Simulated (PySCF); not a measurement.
## Working out the excitation energy of B

B [He] 2s2 2p1 (2P) → B [He] 2s1 2p2 (4P). Computed with PySCF 2.14 in x2c-TZVPPall (5s3p2d1f, 31 functions), with scalar relativity by spin-free X2C-1e. Frozen: 1s2. Energies in hartree (1 hartree = 27.21139 eV):

```tsv
part	B (lower)	B (upper)
UHF	-24.539064	-24.458440
CCSD correlation	-0.064259	-0.015797
(T)	-0.001313	-0.000090
```

Problem. What does Hartree-Fock give?

Solution. (-24.458440) − (-24.539064) = 0.080624 hartree = 2.194 eV.

Problem. What do CCSD and CCSD(T) give?

Solution. The CCSD correlation energies differ by 0.048462 hartree = 1.319 eV and the triples by 0.001223 hartree = 0.033 eV, so CCSD gives 3.513 eV and CCSD(T) 3.546 eV.
